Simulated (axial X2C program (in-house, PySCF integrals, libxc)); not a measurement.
## TmI⁺: the levels of the configuration f13 s0

Calculated with an in-house all-electron X2C program for linear molecules (integrals from PySCF): two-component X2C with atomic mean-field Coulomb and Gaunt terms, basis Tm dyall-v3z, I dyall-v3z (cores contracted in-house). Orbitals come from Hartree–Fock averaged over the configuration Tm f13 s0; CI then distributes these electrons over the f, s shells of Tm.

R = 2.843 Å (near the minimum of the configuration average).

Active spinors (ω > 0):

```csv
shell,ω,ε (eV),character
f,5/2,-18.86,100% Tm f
f,3/2,-18.83,100% Tm f
f,1/2,-18.80,100% Tm f
f,7/2,-17.53,100% Tm f
f,5/2,-17.50,100% Tm f
f,3/2,-17.48,100% Tm f
f,1/2,-17.46,100% Tm f
s,1/2,-5.30,"73% Tm s, 20% Tm p"
```

Lowest levels of this model:

```json
{"Ω": "1/2", "energy (cm⁻¹)": "0", "g∥": "1.15", "configuration": "100% f13"}
{"Ω": "3/2", "energy (cm⁻¹)": "90", "g∥": "3.45", "configuration": "100% f13"}
{"Ω": "5/2", "energy (cm⁻¹)": "281", "g∥": "5.73", "configuration": "100% f13"}
{"Ω": "7/2", "energy (cm⁻¹)": "569", "g∥": "8.00", "configuration": "100% f13"}
{"Ω": "1/2", "energy (cm⁻¹)": "8628", "g∥": "0.85", "configuration": "100% f13"}
{"Ω": "3/2", "energy (cm⁻¹)": "8782", "g∥": "2.55", "configuration": "100% f13"}
{"Ω": "5/2", "energy (cm⁻¹)": "9111", "g∥": "4.27", "configuration": "100% f13"}
```

g∥ is the magnitude of 2⟨Lz + ge Sz⟩ for the +Ω component.

Question: From Ω and g∥ of the lowest level, whose 2⟨Lz + ge Sz⟩ is positive, find ⟨Sz⟩ and ⟨Lz⟩ (ge = 2.0023).

Answer: Ω = ⟨Lz⟩ + ⟨Sz⟩ = 1/2 and ⟨Lz⟩ + ge⟨Sz⟩ = 0.575, so ⟨Sz⟩ = 0.07 and ⟨Lz⟩ = 0.43.

Occupations of the active spinors in the lowest level by ω, shell by shell in order of energy: -7/2: 1.00; -5/2: 1.00 1.00; -3/2: 1.00 1.00; -1/2: 1.00 0.00 0.00; 1/2: 1.00 1.00 0.00; 3/2: 1.00 1.00; 5/2: 1.00 1.00; 7/2: 1.00. The leading determinant has weight 1.00 among 67.

This point took 7.3 s on 1 thread of Intel(R) Xeon(R) Processor @ 2.70GHz, on a shared host.

There is no dynamic correlation: spin–orbit spacings and, for f shells, spacings inside one term are the most reliable numbers, splittings between terms come out too wide, and energies between configurations are not reliable, so the lowest level need not be the ground state of the molecule. At most 4 roots were kept for each Ω > 0 (twice that for Ω = 0) within 2.2 eV of the lowest, so higher up levels can be missing between those listed; levels with Ω > 0 are doubly degenerate and listed once, Ω = 0 levels singly. States that fill the shells left empty in the average are placed too high.
